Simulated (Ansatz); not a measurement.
```yaml
crystal:
  periodic: [false, false, false]
  atoms:
    - {symbol: C, position_ang: [-3.933079, -1.697807, 1.589586]}
    - {symbol: Al, position_ang: [0.195341, -0.703056, 2.158210]}
    - {symbol: Ga, position_ang: [3.236216, -0.315095, -2.471065]}
    - {symbol: C, position_ang: [5.065460, 2.936046, -4.749133]}
    - {symbol: N, position_ang: [6.218544, 4.618521, -6.264515]}
    - {symbol: H, position_ang: [-4.261526, -4.079663, 1.626658]}
    - {symbol: H, position_ang: [-5.255048, -0.764348, 3.372933]}
    - {symbol: H, position_ang: [-4.806755, -0.854965, -0.483543]}
    - {symbol: H, position_ang: [2.369101, -1.679787, 4.693871]}
    - {symbol: H, position_ang: [1.354566, 2.427297, 0.533159]}
basis:
  gaussian: {orbitals: 6-31G}
hamiltonian: {xc: {name: HF}}
output: {forces: true}
```

```sh
$ ansatz run in.yaml --threads 4 --pin off --events-out ev --progress --plain --max-ram 10444MiB
```

Output, abridged:

```
Functional definition: HF
939 factors; integrals over basis functions are off by at most 3.4e-4 eV
mean field evaluation 1: about -62437.6411 eV, gradient 9.3e1 eV
mean field evaluation 2: about -62437.6610 eV, gradient 9.4e1 eV
mean field evaluation 4: about -62416.3850 eV, gradient 8.1e1 eV
mean field evaluation 8: about -62478.2856 eV, gradient 6.5e0 eV
mean field evaluation 16: about -62483.1042 eV, gradient 1.3e0 eV
mean field evaluation 32: about -62483.3773 eV, gradient 2.3e-3 eV
mean field evaluation 128: about -62483.3699 eV, gradient 2.3e-2 eV
mean field evaluation 256: about -62483.2834 eV, gradient 5.4e-2 eV
mean field evaluation 352: about -62483.3772 eV, gradient 1.5e-2 eV
mean field evaluation 608: about -62483.3287 eV, gradient 5.8e-10 eV
mean field -62483.37732499 eV, -2296.2217639392 hartree, gradient 1.2e-8 eV, S^2 0.000000; 5 other end points of the search recorded, 0 dependent functions left out
reference -62483.37732499 eV, -2296.2217639392 hartree; 34, 34 occupied and 45, 45 virtual orbitals, 939 factors
Total energy: -62483.37732499 eV, -2296.2217639392 hartree
Atom 0 at    -3.933079    -1.697807     1.589586 Å, force    -2.560418    -0.638084    -0.221742 eV/Å
Atom 1 at     0.195341    -0.703056     2.158210 Å, force     0.659288     0.277243     0.618792 eV/Å
Atom 2 at     3.236216    -0.315095    -2.471065 Å, force    -0.038104     0.518698     0.092828 eV/Å
Atom 3 at     5.065460     2.936046    -4.749133 Å, force     0.775895     1.257919    -0.998208 eV/Å
Atom 4 at     6.218544     4.618521    -6.264515 Å, force    -0.932912    -1.457396     1.206679 eV/Å
Atom 5 at    -4.261526    -4.079663     1.626658 Å, force     0.367249     2.672922    -0.048327 eV/Å
Atom 6 at    -5.255048    -0.764348     3.372933 Å, force     1.481519    -1.047677    -1.993470 eV/Å
Atom 7 at    -4.806755    -0.854965    -0.483543 Å, force     0.962774    -0.930663     2.262950 eV/Å
Atom 8 at     2.369101    -1.679787     4.693871 Å, force    -0.700044     0.290557    -0.845974 eV/Å
Atom 9 at     1.354566     2.427297     0.533159 Å, force    -0.015247    -0.943520    -0.073527 eV/Å
Dipole moment:     1.120058    -1.682679    -0.782543 e Å
```

Something in this input is off. What?

The geometry is stretched to more than twice its size. Self-consistency was reached. The result belongs to that input, not to the molecule as meant.
